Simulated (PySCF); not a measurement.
Several molecules and their computed UV-vis stick spectra, shuffled. Computed, not measured: PySCF 2.14.0, density-fitted response routines, TDDFT wB97X-D/def2-SVPD, vertical, gas phase, core orbitals frozen in the response. Geometries: GFN2-xTB; one conformer of each isolated species. Triplets are in the Tamm–Dancoff approximation.

A. `FC(F)O[C@@H]1O[C@@H]1C(F)F`
B. `c1(pcccn1)C=C`
C. `[pH]1[pH][pH]1`
D. `C[C@@]1(F)CCN[SiH2]1`
E. `[SiH2]1C[SiH2]C[SiH2]C1`

Lowest singlet levels (six at most, fewer where fewer were computed) with oscillator strengths:

1. 143 nm (f 0.006); 136 nm (f 0.013); 130 nm (f 0.050); 130 nm (f 0.120); 128 nm (f 0.018); 127 nm (f 0.014); T1 8.21 eV
2. 218 nm (f 0.004); 208 nm (f 0.002); 205 nm (f 0.003); 203 nm (f 0.004); 202 nm (f 0.000); 196 nm (f 0.037); T1 4.76 eV
3. 321 nm (f 0.002); 311 nm (f 0.004); 284 nm (f 0.090); 268 nm (f 0.306); 220 nm (f 0.010); 215 nm (f 0.293); T1 2.85 eV
4. 206 nm (f 0.010); 188 nm (f 0.002); 167 nm (f 0.017); 165 nm (f 0.027); 164 nm (f 0.031); 160 nm (f 0.007); T1 5.77 eV
5. 159 nm (f 0.003 summed over 3 states); 153 nm (f 0.139 summed over 2 states); 150 nm (f 0.000); 147 nm (f 0.000) [of 8 roots; the last level is left out, as the window may have cut its degenerate partner]; T1 7.51 eV

**Question.** Which spectrum belongs to which structure?

**Answer.** 1 = A, 2 = C, 3 = B, 4 = D, 5 = E.
- A: S1 at 8.69 eV, HOMO→LUMO+1 (30%), HOMO→LUMO+2 (23%), HOMO→LUMO+3 (18%); Löwdin shares by element: HOMO oxygen 60%, carbon 18% or more (atoms not listed hold the other 21%); LUMO carbon 28% or more, oxygen 16% or more, hydrogen 12% or more (atoms not listed hold the other 43%); HOMO -11.32 and LUMO 2.23 eV.
- B: S1 at 3.86 eV, HOMO-1→LUMO (98%); Löwdin shares by element: HOMO carbon 47% or more, phosphorus 20% (atoms not listed hold the other 33%); LUMO carbon 38% or more, phosphorus 28% (atoms not listed hold the other 34%); HOMO -8.49 and LUMO -0.27 eV; point group Cs.
- C: S1 at 5.67 eV, HOMO→LUMO (80%), HOMO→LUMO+2 (12%); Löwdin shares by element: HOMO phosphorus 90%, hydrogen 4% or more; LUMO phosphorus 93%; HOMO -9.22 and LUMO 1.06 eV; point group Cs, 1 of its 6 listed states under f = 0.0005.
- D: S1 at 6.01 eV, HOMO→LUMO (95%); Löwdin shares by element: HOMO nitrogen 55%, carbon 12% or more, silicon 10%, hydrogen 6% or more (atoms not listed hold the other 18%); LUMO silicon 38%, hydrogen 32% or more (atoms not listed hold the other 29%); HOMO -8.66 and LUMO 1.99 eV.
- E: S1 at 7.82 eV, HOMO-1/HOMO→LUMO (≥76%), HOMO-1/HOMO→LUMO+3 (≥9%); Löwdin shares by element: HOMO (one of a set within 0.03 eV) carbon 32% or more, silicon 14% or more, hydrogen 13% or more (atoms not listed hold the other 41%); LUMO silicon 44%, carbon 5% or more (atoms not listed hold the other 51%); HOMO -9.98 and LUMO 1.92 eV; point group C3v, 3 of its 7 listed states under f = 0.0005.

A slash joins orbitals within 0.01 eV of each other, whose weights are summed (≥ marks a lower bound).
